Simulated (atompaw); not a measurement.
## How hard is this Pb PAW (atompaw) potential?

atompaw 4.2.0.5 input, output lines left out:

```
Pb 82
LDA-PW scalarrelativistic loggrid 2001 logderivrange -3 5 201
6 6 5 4 0 0
6 1 1
0 0 0
c
c
c
c
c
v
c
c
c
c
v
c
c
c
c
2
2.80 2.40 2.35 2.75
y
-1
n
y
0.75
n
y
0.4
n
custom rrkj vanderbiltortho gaussian
bessel
1.75
1.75
2.80
2.80
2.55
```

The pseudo-atom Hamiltonian at the reference potential is diagonalised in spherical Bessel functions j_l(qr) that vanish at 20 bohr, with q² up to the cutoff. All-electron valence levels (Ry): 6s -1.4397, 6p -0.7458.

Problem. How do the lowest levels (Ry) of each channel move with the cutoff, and are there ghosts?

Solution.

```
cutoff (Ry)     s #1     p #1     p #2     d #1     f #1    f #2  Σ f·Δε (mRy)
          8  -1.3958  -0.7455  -0.1904  -0.2156  -0.0603  0.0314          88.1
         10  -1.4249  -0.7457  -0.1904  -0.2165  -0.0603  0.0314          29.7
         12  -1.4359  -0.7458  -0.1904  -0.2168  -0.0603  0.0314           7.7
         15  -1.4384  -0.7458  -0.1904  -0.2169  -0.0603  0.0314           2.7
         18  -1.4386  -0.7458  -0.1904  -0.2169  -0.0603  0.0314           2.2
         21  -1.4389  -0.7458  -0.1904  -0.2169  -0.0603  0.0314           1.7
         25  -1.4393  -0.7458  -0.1904  -0.2169  -0.0603  0.0314           0.9
         30  -1.4395  -0.7458  -0.1904  -0.2169  -0.0603  0.0314           0.4
         35  -1.4396  -0.7458  -0.1904  -0.2169  -0.0603  0.0314           0.3
        400  -1.4397  -0.7458  -0.1904  -0.2169  -0.0603  0.0314           0.0
```

Result: no extra level below or beside the all-electron valence levels (s, p, d, f tested); 10 mRy is reached at 12 Ry and 1 mRy at 25 Ry.
